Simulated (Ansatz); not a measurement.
System: sum formula AlN3H6, charge 0, multiplicity 1. 
Geometry from a B3LYP-D3(BJ)/def2-TZVP (Ansatz, a quantum-chemistry and plane-wave program) optimisation:
```xyz
10

N     -1.0769    -1.4035     0.1364
Al     0.0000     0.0000     0.0000
N     -0.6731     1.6413     0.0344
N      1.7500    -0.2378    -0.1708
H     -0.7751    -2.3478     0.3127
H     -2.0796    -1.3725     0.0488
H     -1.6126     1.8743     0.3115
H     -0.1714     2.4764    -0.2203
H      2.4436     0.4847    -0.0674
H      2.1951    -1.1152    -0.3853
```

Quantity: atomisation energy (electronic, to ground-state atoms), in kJ/mol. Cores are frozen in the correlated levels unless marked. Open shells are spin-unrestricted. No spin-orbit coupling. Non-relativistic. The coupled-cluster limit lacks core correlation, which all-electron functionals hold. CBS(X,Y): correlation extrapolated as X^-3; Hartree-Fock from the larger set.

```json
[
 {"level": "PBE-D4/def2-TZVPD", "program": "Ansatz + dftd4", "atomisation energy (kJ/mol)": "3515.6", "minus last row": "40.9"},
 {"level": "revPBE-D3(BJ)/def2-TZVPD", "program": "Ansatz + dftd3", "atomisation energy (kJ/mol)": "3414.4", "minus last row": "-60.3"},
 {"level": "r2SCAN/def2-TZVPD", "program": "Ansatz", "atomisation energy (kJ/mol)": "3430.5", "minus last row": "-44.2"},
 {"level": "B3LYP-D3(BJ)/def2-TZVPD", "program": "Ansatz + dftd3", "atomisation energy (kJ/mol)": "3486.3", "minus last row": "11.6"},
 {"level": "PBE0/STO-3G", "program": "Ansatz", "atomisation energy (kJ/mol)": "3790.4", "minus last row": "315.7"},
 {"level": "CAM-B3LYP-D3(BJ)/def2-TZVPD", "program": "Ansatz + dftd3", "atomisation energy (kJ/mol)": "3499.2", "minus last row": "24.5"},
 {"level": "wB97X-V/def2-TZVPD", "program": "Ansatz", "atomisation energy (kJ/mol)": "3480.0", "minus last row": "5.3"},
 {"level": "B2GP-PLYP-D3(BJ)/def2-TZVPD", "program": "Ansatz + dftd3", "atomisation energy (kJ/mol)": "3417.5", "minus last row": "-57.2"},
 {"level": "RPA@PBE/cc-pV(T+d)Z", "program": "Ansatz", "atomisation energy (kJ/mol)": "3250.6", "minus last row": "-224.1"},
 {"level": "MP2/cc-pV(T+d)Z", "program": "Ansatz", "atomisation energy (kJ/mol)": "3383.7", "minus last row": "-91.0"},
 {"level": "RI-MP2/aug-cc-pV(Q+d)Z", "program": "Ansatz", "atomisation energy (kJ/mol)": "3485.6", "minus last row": "10.9"},
 {"level": "SCS-MP2/cc-pV(Q+d)Z", "program": "Ansatz", "atomisation energy (kJ/mol)": "3506.7", "minus last row": "32.0"},
 {"level": "CCSD/STO-3G", "program": "Ansatz", "atomisation energy (kJ/mol)": "3076.2", "minus last row": "-398.5"},
 {"level": "CCSD(T)/6-31G", "program": "Ansatz", "atomisation energy (kJ/mol)": "2755.4", "minus last row": "-719.3"},
 {"level": "CCSD(T)/CBS(aug-cc-pV(T+d)Z,aug-cc-pV(Q+d)Z)", "program": "Ansatz", "atomisation energy (kJ/mol)": "3474.7", "minus last row": "0.0"}
]
```
